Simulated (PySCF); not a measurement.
Input for PySCF: R-HF/STO-3G on C4H6O (a complex).

```python
from pyscf import gto, scf, dft, mp
from pyscf.data.elements import chemcore

mol = gto.M(
    atom='''
    C    -0.01675239   -0.47216050    0.69100058
    O    -1.11399948   -0.44151384    0.94078857
    C     1.41431267   -0.02724063    3.78816110
    C     0.26373018    0.54534597    4.11860542
    C    -1.01518493   -0.18183879    4.38251537
    H     1.50439024   -1.10361370    3.69179026
    H     2.30680346    0.55555344    3.60094598
    H     0.22282692    1.62846514    4.20149203
    H    -1.79284456    0.12836891    3.67837786
    H    -0.88676239   -1.26139519    4.29339334
    H    -1.39246076    0.03830152    5.38512996
    ''',
    basis='sto-3g',
    charge=0, spin=0, verbose=3, max_memory=1800)
mf = scf.RHF(mol)
mf.conv_tol = 1e-8
mf.max_cycle = 100
mf.kernel()
if not mf.converged:
    mf = mf.newton().run(mf.mo_coeff, mf.mo_occ)
```

Program output:

```
converged SCF energy = -226.883501662856
```

Self-consistency was reached.

Cost: roughly 0.12 core-seconds.
